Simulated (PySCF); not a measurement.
**SnPb and its ions**

PBE; PySCF, scalar-relativistic core potentials, basis sets Sn def2-SVP with ECP28, Pb def2-SVP with ECP60. Neutral (UKS): triplet (π ↑↑), Re = 2.876 Å, ωe = 156 cm⁻¹, De = 2.52 eV, HOMO -4.11 eV, LUMO -3.73 eV.

SnPb⁺ (UKS): quartet (σ ↑, π ↑↑), Re = 2.912 Å, ωe = 135 cm⁻¹. The energies at the minima are -407.19574 hartree for SnPb and -406.94876 for SnPb⁺.

**Question.** Work out the adiabatic ionisation energy, without and with harmonic zero-point energies (1 hartree = 27.2114 eV, 1 eV = 8065.5 cm⁻¹), and the change of the bond length.

**Answer.** At PBE: 0.24698 hartree = 6.721 eV between the minima; the zero-point term (135.0 − 156.0)/2 cm⁻¹ = -0.001 eV makes it 6.719 eV. Re changes by +3.6 pm against the neutral. The electron leaves a σ orbital, and the longer bond of the ion fits a bonding orbital, or a change in how ionic the bond is.

Spin–orbit coupling is left out, which matters for elements this heavy, above all for dissociation energies. States were picked by a PBE0 search and need not be the measured ground states.
